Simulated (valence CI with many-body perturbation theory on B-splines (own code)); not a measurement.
Which ion has this spectrum?

A relativistic CI+MBPT calculation for an atom or ion with 39 electrons gives these levels (cm⁻¹):

| J | Parity | E | g |
| --- | --- | --- | --- |
| 3/2 | even | 0 | 0.69 |
| 5/2 | even | 121446 | 1.05 |
| 3/2 | even | 140926 | 1.21 |
| 7/2 | even | 152156 | 1.06 |
| 9/2 | even | 155078 | 1.05 |
| 1/2 | even | 156748 | 1.86 |
| 5/2 | even | 220640 | 1.30 |
| 7/2 | even | 272152 | 1.10 |
| 9/2 | even | 285697 | 1.14 |
| 3/2 | even | 299495 | 1.13 |
| 1/2 | even | 308352 | 1.47 |
| 5/2 | even | 315199 | 1.25 |
| 11/2 | even | 315997 | 1.09 |
| 5/2 | even | 337229 | 1.10 |

The energies are calculated, and their last digits are not significant.

Problem. Which is it?
A. Lu32+
B. W35+
C. Os37+
D. Ir38+

Solution. B. W35+, ground level (4d3/2^3) J=3/2.
